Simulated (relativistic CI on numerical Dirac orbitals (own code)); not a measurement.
Computed by Dirac-Coulomb-Breit CI, orbitals from a KLI potential per configuration, model QED, unscaled Slater integrals (own radial code, finite nucleus).

The strongest absorption lines from the ground level of an ion, among the configurations computed and to levels below about 288 eV (vacuum wavelength in Å, gf): 55.917 (0.44), 56.875 (0.23), 57.068 (0.22), 57.586 (0.41), 64.864 (0.66), 65.471 (0.48), 70.496 (0.25), 71.967 (0.43).

Question: Which ion is it?
A. Mo XXII
B. Pd XXIV
C. Cd XXVIII
D. Pd XXVI

Answer: D. Pd XXVI has 21 electrons and the ground level 3s2.3p6.3d3 4F_3/2; the strongest line goes to 3s2.3p5.3d4 4F°_3/2. The pattern of lines fixes the number of electrons, and along that sequence the line energies rise steadily with the charge (about as its square where n changes within one kind of shell, about linearly where n is kept but much faster in heavy ions where fine structure, which grows about as Z⁴, sets the gap, and irregularly where shells cross), which fixes Z. Configurations outside the model, such as inner-shell arrays, can give stronger lines. At this charge energies of transitions that change n are usually good to better than 1 %, and those within a shell (Δn = 0) to a few per cent. Terms inside the open d or f shell come out 10 to 20 % too wide with unscaled integrals.

LS names give the leading component of a level, which can be under half, so a name can repeat, a term be missing and a line seem to break the LS rules.
